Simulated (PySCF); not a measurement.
C₅H₇BO₂.
SMILES with atom numbers: `[CH3:1][C:2]#[C:3][B:4]1[O:5][CH2:6][CH2:7][O:8]1` (hydrogens: H9, H10, H11 on C1; H12, H13 on C6; H14, H15 on C7)

Level: PBE0/pcSseg-1 and B3LYP/def2-SVPD in PySCF, non-relativistic, on one gas-phase PBE0-D3(BJ)/def2-SVP geometry that isn't relaxed in the solvent. The solvent is an IEF-PCM continuum (van der Waals radii × 1.2). The model holds no explicit solvent molecules, cavitation or dispersion.

Gas phase at PBE0/pcSseg-1: HOMO -7.57 eV, LUMO -0.19 eV, dipole 0.77 D.

**Question.** What does the continuum do to the energy, the frontier levels and the dipole at PBE0/pcSseg-1 in benzene and tetrahydrofuran?

**Answer.** 
```csv
solvent,ε,E(solvent) − E(gas) (kcal/mol),polarisation term (kcal/mol),distortion of the solute (kcal/mol),HOMO (eV),LUMO (eV),dipole (D)
benzene,2.271,-3.19,-3.45,0.26,-7.70,-0.28,0.81
tetrahydrofuran,7.426,-5.93,-6.83,0.90,-7.84,-0.39,0.85
```

The first energy column is the sum of the next two and covers electrostatics alone. From benzene to tetrahydrofuran the lowering changes by a factor 1.86, Onsager's factor (ε − 1)/(2ε + 1) by 1.77 and ε itself by 3.3.

**Question.** Which ESP-fitted charges (PBE0/pcSseg-1) respond most in benzene (means over atoms taken as equivalent)?

**Answer.** 
```
          atoms                 environment  gas (e)  solvent (e)  change
          O5/O8          boron-bound oxygen   -0.520       -0.543  -0.023
             C3               alkyne carbon   -1.038       -1.057  -0.019
             B4      three-coordinate boron   +1.245       +1.258  +0.013
          C6/C7  sp3 carbon bound to oxygen   -0.019       -0.010  +0.009
     H9/H10/H11             methyl hydrogen   +0.188       +0.195  +0.007
             C2               alkyne carbon   +0.552       +0.546  -0.006
H12/H13/H14/H15          methylene hydrogen   +0.093       +0.098  +0.005
             C1          propargylic carbon   -0.615       -0.618  -0.003
```

**Question.** Which Mayer bond orders change most in benzene?

**Answer.** 
| bond | length (Å) | gas | solvent | change |
| --- | --- | --- | --- | --- |
| C2–C3 | 1.217 | 2.591 | 2.579 | -0.012 |
| O5–C6 | 1.416 | 0.892 | 0.881 | -0.011 |
| C7–O8 | 1.416 | 0.892 | 0.881 | -0.011 |
| C1–C2 | 1.450 | 1.185 | 1.189 | +0.004 |
| C3–B4 | 1.523 | 1.010 | 1.014 | +0.004 |
| B4–O5 | 1.367 | 1.188 | 1.192 | +0.004 |
| O8–B4 | 1.366 | 1.188 | 1.192 | +0.004 |
| C1–H9 | 1.101 | 0.921 | 0.917 | -0.004 |

**Question.** How do the nuclear quadrupole coupling constants eQVzz/h respond in benzene?

**Answer.** 
```json
{"nucleus": "11B at B4", "Q (barn)": "0.04059", "gas (MHz)": "2.91", "solvent (MHz)": "2.91", "η gas": "0.34", "η solvent": "0.32"}
{"nucleus": "17O at O5", "Q (barn)": "-0.0256", "gas (MHz)": "-9.54", "solvent (MHz)": "-9.36", "η gas": "0.21", "η solvent": "0.22"}
{"nucleus": "17O at O8", "Q (barn)": "-0.0256", "gas (MHz)": "-9.54", "solvent (MHz)": "-9.36", "η gas": "0.21", "η solvent": "0.22"}
```

Gas phase at B3LYP/def2-SVPD: HOMO -7.37 eV, LUMO -0.46 eV, dipole 0.62 D.

**Question.** What does the continuum do to the energy, the frontier levels and the dipole at B3LYP/def2-SVPD in benzene?

**Answer.** 
| solvent | ε | E(solvent) − E(gas) (kcal/mol) | polarisation term (kcal/mol) | distortion of the solute (kcal/mol) | HOMO (eV) | LUMO (eV) | dipole (D) |
| --- | --- | --- | --- | --- | --- | --- | --- |
| benzene | 2.271 | -2.85 | -3.10 | 0.25 | -7.47 | -0.53 | 0.68 |

**Question.** How does the static polarisability (B3LYP/def2-SVPD, frozen core, with the continuum's full static response) change?

**Answer.** 
```tsv
medium	isotropic (au)	principal values (au)	⟨r²⟩ of the electrons (bohr²)
gas	80.4	57.2, 64.3, 119.7	1354.6
benzene	89.8	64.2, 72.7, 132.6	1352.6
```

The isotropic value in benzene is 1.12 times the gas-phase one; no cavity-field correction is applied. ⟨r²⟩ is taken about the centre of nuclear charge.
